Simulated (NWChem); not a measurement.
## Atomisation of C2H4NO

```xyz
8

C      0.7768    -1.1808     0.0000
C     -0.1257    -0.0298     0.0000
N      0.4736     1.2078     0.0000
O     -1.3453    -0.1615     0.0000
H      0.3232    -2.1725     0.0000
H      1.8661    -1.0857     0.0000
H     -0.1245     2.0248     0.0000
H      1.4761     1.3346     0.0000
```
Charge 0, spin multiplicity 2.

Everything below was run with NWChem. The geometry was optimised at UB3LYP/def2-SVP, a minimum by its harmonic frequencies. It is one conformer; others weren't searched.

Basis set: def2-TZVP. The atomisation energy is electronic alone: no zero-point, thermal, spin-orbit or counterpoise terms. No value is extrapolated to the basis-set limit. Free atoms are single determinants with multiplicities C 3, N 4, O 3, H 2. Correlated methods freeze the same cores in atoms and molecule, 4 orbitals in all.

The cost column gives rough processor time relative to LDA (SVWN5); each entry includes its own SCF. Costs are the molecule's.

B3LYP has NWChem's definition, with VWN1-RPA local correlation. The structure started from a generated list of species. The unpaired electrons of the parent sit in orbitals of symmetry a" (Cs labels of the run); other states weren't searched. The stability of the SCF solutions was not checked. Open-shell Hartree-Fock references start from PBE0 orbitals; any time given for them includes that run.

| method | atomisation energy (kcal/mol) | relative cost |
|---|---|---|
| LDA (SVWN5) | 895.5 | 1 |
| PBE | 792.5 | under 3 |
| BP86 | (withheld) | under 3 |
| B3LYP | 762.7 | under 3 |
| BHandHLYP | 729.4 | under 3 |
| TPSS | 767.1 | under 3 |
| PBE0 | (withheld) | under 3 |
| HF | (withheld) | 4 |
| MP2 | 746.0 | 5 |

Some entries are withheld; supply them.


- BP86, atomisation energy (kcal/mol): 797.0
- PBE0, atomisation energy (kcal/mol): 768.0
- HF, atomisation energy (kcal/mol): 524.0
